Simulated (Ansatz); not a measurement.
# A rate constant, worked out

An elementary step of H$_{2}$Cl, doublet (HCl + H → Cl + H₂; Cl–H broken or loosened, H–H formed or tightened). The start structure is the reactant molecule, and the electronic barrier above it is 0.225 eV by CCSD(T) at an estimated basis limit (MP2 extrapolated from triple and quadruple zeta, plus CCSD(T) − MP2 in triple zeta). Program: Ansatz 0.2.0. Basis: def2-TZVPP and def2-QZVPP. Cores are frozen in the correlated methods; orbitals are unrestricted. Extrapolation: Hartree–Fock as exp(−7.88 √X), correlation as X^−2.97. Harmonic wavenumbers at PBE0-D4/def2-TZVP (Ansatz 0.2.0), in cm⁻¹:

Start: 93, 93, 115, 2970.

Saddle: 863i, 517, 517, 1508.

Work out the transition-state-theory rate constant at 600 K from these numbers alone (harmonic vibrations; rotation, path degeneracy and anharmonicity left out), and the Wigner tunnelling factor. Use 1 cm⁻¹ = 1.2398 × 10⁻⁴ eV and k_B = 8.617 × 10⁻⁵ eV/K.

Zero-point energies, half the sums: start 3271/2 cm⁻¹ = 0.2028 eV; saddle, real modes only, 2542/2 cm⁻¹ = 0.1576 eV.
Barrier with zero-point energy: 0.225 + 0.1576 − 0.2028 = 0.1798 eV.
k_BT = 0.05170 eV, so the barrier is 3.48 k_BT.
Vibrational partition functions from the zero-point level, ln q = −Σ ln(1 − exp(−hν/k_BT)): start 4.644, saddle 0.711.
k = (k_BT/h) exp(ln q‡ − ln q) exp(−E0/k_BT), with log₁₀(k_BT/h in s⁻¹) = 13.10: log₁₀ k = 13.10 + (-3.933 − 3.48)/2.3026 = 9.88, so k ≈ 8 × 10^(9) s⁻¹.
Wigner factor: 1 + (hν‡/k_BT)²/24 = 1 + (2.07)²/24 = 1.18. A change of 1 kcal/mol (0.043 eV) in the barrier would change k by a factor of 2.3 at this temperature.

No T1 diagnostic of these runs exceeds 0.014. ⟨S²⟩ of the unrestricted Hartree–Fock references: 0.75 to 0.78 (a pure state has 0.75).

For scale, one of the runs: CCSD(T)/def2-TZVPP, 70 basis functions, launched by `ansatz run in.yaml --threads 2 --pin off --events-out ev --progress --plain --max-ram 4352MiB`. The run took about 1.4 s on 2 CPU threads of an Arm Neoverse V2 (shared host).
